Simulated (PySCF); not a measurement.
**Optical rotation: SMILES [Si@@H]1(CC)[SiH2][SiH2][C@H]1F, C3H11FSi3**

Cartesian coordinates in Å; atom numbers follow the order of the lines, from 1:
```xyz
18

C     2.0327   -0.2262    0.6819
C     1.7666   -0.2581   -0.8177
Si   -0.0493    0.1411   -1.2553
Si   -1.0470    1.8189    0.0577
Si   -1.9757   -0.0510    1.1256
C    -1.2435   -1.1148   -0.3414
F    -2.2894   -1.4528   -1.2153
H     1.8245    0.7606    1.0902
H     1.4036   -0.9472    1.1999
H     3.0725   -0.4679    0.8973
H     2.4220    0.4607   -1.3108
H     2.0410   -1.2403   -1.2063
H    -0.1959   -0.0019   -2.7107
H    -1.9878    2.7285   -0.6105
H    -0.1908    2.7245    0.8405
H    -1.3706   -0.5072    2.3846
H    -3.4154   -0.2830    1.2380
H    -0.8064   -2.0774   -0.0592
```

Theory: PySCF, TDDFT LC-wPBE/def2-SVPD circular dichroism and optical rotation, one conformer, gas phase. Geometry: GFN2-xTB.

The molecule is flexible and this is one conformer; a measurement averages over conformers.

Stereocentres: Si3 S, C6 R.

(1) What is the specific rotation at 633, 589.3, 546, 436, 405, 365, 355 nm?

(2) And for the mirror image at 589.3 nm?

(3) What is the molar rotation [Φ] = [α]·M/100 of the geometry above at 589.3 nm?

Answers

(1) [α] in deg dm⁻¹ (g/mL)⁻¹:
```tsv
λ (nm)	origin-invariant length gauge	modified velocity gauge	length gauge (centre of mass)	isotropic polarisability (au)
633	-70.7	-67.7	-71.4	120.0
589.3	-83.5	-80.0	-84.4	120.5
546	-100.2	-96.0	-101.3	121.3
436	-177.9	-170.7	-179.8	124.3
405	-218.3	-209.6	-220.6	125.7
365	-296.9	-285.6	-300.1	128.2
355	-323.9	-311.7	-327.4	128.9
```

(2) +83.5 deg dm⁻¹ (g/mL)⁻¹ (origin-invariant length gauge): the same size and the opposite sign.

(3) With M = 150.37 g/mol, -125.6 deg cm² dmol⁻¹ (origin-invariant length gauge).

The first excitation lies at 5.40 eV (230 nm) with R = -0.5 × 10⁻⁴⁰ esu² cm² (velocity form).
